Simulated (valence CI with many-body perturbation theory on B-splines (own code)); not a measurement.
Ta²³⁺: E2, M1 decay

Calculated by valence CI with perturbative core correlation (CI+MBPT): four valence electrons over a frozen Dirac-Fock core [Kr] 4d10, a basis of 7 s, 7 p, 7 d, 7 f, 4 g, 2 h functions for each j, with the one-electron correlation potential Σ1, the two-electron term Σ2, the three-electron term Σ3, Breit, model QED; selected CI, second order for the rest, scaled by the run's own slope (own B-spline code, finite nucleus).

No measured levels were compared; by estimate terms of the open shell hold to a few per cent of their energy, and close levels can change places.

Lines 51 to 100 of 120 in falling wavelength, among levels below 129.63 eV, chosen from the decays that carry over 1 % of a level's rate. Wavelengths and rates use the calculated energies, so an error of 2000 cm⁻¹ moves a line at 3940 Å by 7.9 % and its rate by three times that or more. Electric multipoles are in the length gauge, E1 and E2 with the static RPA response of the core. S is in atomic units (e²a₀⁴ for E2 and M2, e²a₀⁶ for E3), for M1 in squared Bohr magnetons. Weak lines are less certain than strong ones. Lines between different terms over intervals too small for the method are left out, as are lines whose strength nearly cancels. Where a level lies close to another of its J and parity, the split of strength between their lines is uncertain.

Names give the largest LS component (configuration and term), which can be under half, so a name can repeat, a term be missing and a line seem to break the LS rules; names also repeat where a configuration has a term twice. Letters in brackets count levels of one name in rising energy.

```tsv
λ vac (Å)	Upper	Lower	Type	A (s⁻¹)	S (a.u.)
3940	4f⁴ ³G_3 [a]	4f⁴ ⁵F_3	M1	9.75e+01	1.55e+00
3803	4f⁴ ⁵G_4	4f⁴ ³G_4 [a]	M1	1.12e+02	2.06e+00
3794	4f⁴ ³P_1 [a]	4f⁴ ⁵G_2	M1	1.96e+01	1.19e-01
3734	4f⁴ ³P_1 [a]	4f⁴ ⁵S_2	M1	1.75e+02	1.01e+00
3583	4f⁴ ⁵F_5 [b]	4f⁴ ³G_4 [a]	M1	2.69e+01	5.05e-01
3574	4f⁴ ³K_8 [a]	4f⁴ ³L_7	M1	7.84e+01	2.26e+00
3552	4f⁴ ³K_7 [a]	4f⁴ ³K_6 [a]	M1	3.45e+02	8.60e+00
3488	4f⁴ ³M_8	4f⁴ ⁵I_7	M1	7.97e+01	2.13e+00
3486	4f⁴ ¹D_2 [a]	4f⁴ ⁵G_2	M1	9.01e+01	7.08e-01
3461	4f⁴ ³G_4 [a]	4f⁴ ⁵I_5	M1	5.60e+01	7.74e-01
3449	4f⁴ ³I_5 [a]	4f⁴ ³K_6 [a]	M1	1.99e+01	3.33e-01
3445	4f⁴ ³K_6 [a]	4f⁴ ⁵I_6	M1	7.19e+01	1.42e+00
3436	4f⁴ ¹D_2 [a]	4f⁴ ⁵S_2	M1	8.52e+01	6.41e-01
3331	4f⁴ ³F_4 [a]	4f⁴ ⁵G_3	M1	1.01e+01	1.24e-01
3320	4f⁴ ³D_3 [a]	4f⁴ ⁵G_3	M1	4.88e+01	4.63e-01
3228	4f⁴ ³H_6 [a]	4f⁴ ³L_7	M1	1.27e+00	2.06e-02
3228	4f⁴ ³H_6 [a]	4f⁴ ⁵F_5 [a]	M1	1.20e+01	1.95e-01
3200	4f⁴ ³D_2	4f⁴ ⁵F_1	M1	1.54e+02	9.33e-01
3058	4f⁴ ³D_3 [a]	4f⁴ ⁵G_2	M1	3.50e+01	2.60e-01
3052	4f⁴ ¹D_2 [a]	4f⁴ ⁵F_3	M1	1.40e+01	7.36e-02
3036	4f⁴ ⁵F_5 [a]	4f⁴ ⁵I_6	M1	4.16e+01	4.75e-01
3036	4f⁴ ³L_7	4f⁴ ⁵I_6	M1	2.12e+02	3.30e+00
3019	4f⁴ ³D_3 [a]	4f⁴ ⁵S_2	M1	1.33e+01	9.47e-02
2926	4f⁴ ⁵F_2	4f⁴ ⁵I_4	E2	1.57e-02	1.50e-02
2866	4f⁴ ³H_6 [a]	4f⁴ ³K_6 [a]	M1	3.12e+01	3.54e-01
2836	4f⁴ ³D_2	4f⁴ ⁵F_2	M1	9.28e+00	3.92e-02
2793	4f⁴ ³G_3 [a]	4f⁴ ⁵F_2	M1	3.86e+00	2.18e-02
2765	4f⁴ ³F_2 [a]	4f⁴ ⁵G_3	M1	2.75e+02	1.08e+00
2725	4f⁴ ³F_4 [a]	4f⁴ ⁵F_3	M1	5.70e+01	3.85e-01
2713	4f⁴ ³P_1 [a]	4f⁴ ⁵F_1	M1	1.65e+02	3.66e-01
2673	4f⁴ ⁵G_5	4f⁴ ³G_4 [a]	M1	4.89e+00	3.81e-02
2552	4f⁴ ¹D_2 [a]	4f⁴ ⁵F_1	M1	1.53e+02	4.70e-01
2508	4f⁴ ³K_6 [a]	4f⁴ ⁵I_5	M1	3.17e+02	2.41e+00
2502	4f⁴ ³I_5 [a]	4f⁴ ³G_4 [a]	M1	1.02e+02	6.55e-01
2499	4f⁴ ³F_4 [a]	4f⁴ ³G_4 [a]	M1	1.39e+02	7.25e-01
2493	4f⁴ ³D_3 [a]	4f⁴ ³G_4 [a]	M1	1.93e+01	7.77e-02
2482	4f⁴ ³M_9	4f⁴ ⁵I_8	M1	8.46e+01	9.11e-01
2423	4f⁴ ³G_4 [a]	4f⁴ ⁵I_4	M1	2.52e+02	1.20e+00
2417	4f⁴ ³P_0 [a]	4f⁴ ⁵F_1	M1	9.61e+00	5.03e-03
2315	4f⁴ ¹D_2 [a]	4f⁴ ⁵F_2	M1	1.76e+01	4.06e-02
2284	4f⁴ ⁵F_5 [a]	4f⁴ ⁵I_5	M1	5.75e+01	2.79e-01
2266	4f⁴ ³K_8 [a]	4f⁴ ⁵I_8	M1	6.65e+01	4.88e-01
2242	4f⁴ ⁵F_3	4f⁴ ⁵I_4	M1	1.12e+01	3.27e-02
2234	4f⁴ ³P_0 [b]	4f⁴ ⁵F_1	M1	6.26e+01	2.59e-02
2215	4f⁴ ⁵F_4	4f⁴ ⁵I_5	M1	6.12e+01	2.22e-01
2203	4f⁴ ³P_0 [a]	4f⁴ ⁵F_2	E2	4.85e-01	2.25e-02
2176	4f⁴ ⁵F_5 [b]	4f⁴ ⁵I_6	M1	8.94e+01	3.75e-01
2135	4f⁴ ³L_8	4f⁴ ⁵I_7	M1	1.90e+01	1.17e-01
2118	4f⁴ ³D_3 [a]	4f⁴ ⁵F_2	M1	4.88e+00	1.20e-02
2100	4f⁴ ⁵G_6	4f⁴ ⁵I_7	M1	6.57e+01	2.93e-01
```
